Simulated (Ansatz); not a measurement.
Compare A (`O[SiH]1OC[SiH2]1`) with its isomer B (`C1O[SiH2]O[SiH2]1`).

Program: Ansatz. Geometries: PBE0-D4/def2-TZVP. ΔE: electronic, gas phase. CBS: MP2 limit from def2 TZ/QZ plus the TZ coupled-cluster correction, frozen cores. DFT in def2-TZVPP. B3LYP here is the variant with VWN-RPA as its local correlation; programs differ in this. One conformer a species, not always the lowest.

Q: Which is lower in electronic energy at CCSD(T)/CBS, and by how much? (Best estimate.)

A: The calculation gave: B, by 39.1 kcal/mol.

Q: Give E(B) − E(A) in kcal/mol with B3LYP, B3LYP-D4, ωB97M-V, PBE0-D4, CCSD/def2-TZVPP, BLYP-D4, r2SCAN-D4. (Best estimate.)

A: Ansatz gave: B3LYP -38.0, B3LYP-D4 -38.6, ωB97M-V -39.1, PBE0-D4 -35.0, CCSD/def2-TZVPP -40.2, BLYP-D4 -36.4, r2SCAN-D4 -37.6. None reverses the order clearly.

Largest T1 diagnostic: 0.014.

From PBE to PBE0 (25 % exact exchange), in def2-TZVPP and without D4, E(B) − E(A) moves by −3.3 kcal/mol. In def2-TZVPP, CCSD(T) changes the Hartree–Fock value by +7.5 kcal/mol (the triples alone add +1.2 kcal/mol) and MP2 by +6.0 kcal/mol.
